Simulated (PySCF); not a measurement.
A GIAO shielding run with PySCF 2.14.0 with density-fitted response routines (density fitting, non-relativistic, gas phase) on SMILES C=N[Si@](N)(P)CC#N, C$_{3}$H$_{8}$N$_{3}$PSi:

```
$ OMP_NUM_THREADS=1 python probes_run.py task.json out

{"job": {"kind": "nmr", "xc": "PBE0", "basis": "pcSseg-1"}, "charge": 0, "multiplicity": 1}
C     -1.181951     1.945262    -0.552365
N     -0.200021     1.552143     0.118927
Si     0.490800     0.000178     0.450420
N      1.041410    -0.100584     2.080288
P      2.273542    -0.366293    -0.866110
C     -0.739272    -1.478745     0.256776
C     -1.331272    -1.448578    -1.037013
N     -1.781956    -1.378613    -2.088248
H     -1.890014     1.293722    -1.067532
H     -1.357418     3.014641    -0.638799
H      0.422868     0.180634     2.823514
H      1.974691     0.220678     2.277235
H      1.524762    -0.561482    -2.014139
H      2.483908     0.970429    -1.153862
H     -1.522995    -1.409671     1.010841
H     -0.214680    -2.424777     0.388658
```

Hardware: 1 thread of an Arm Neoverse V1, shared host. The job also computes population analyses, field gradients.

**Question.** How large is the calculation?

**Answer.** 76 electrons, 190 basis functions and 1019 auxiliary functions.

**Question.** How long does it take, and how much memory does it need?

**Answer.** 44 s of wall time, with 15 SCF cycles and 5 response iterations; peak memory 0.85 GiB. Times on a shared host scatter by some tens of per cent.
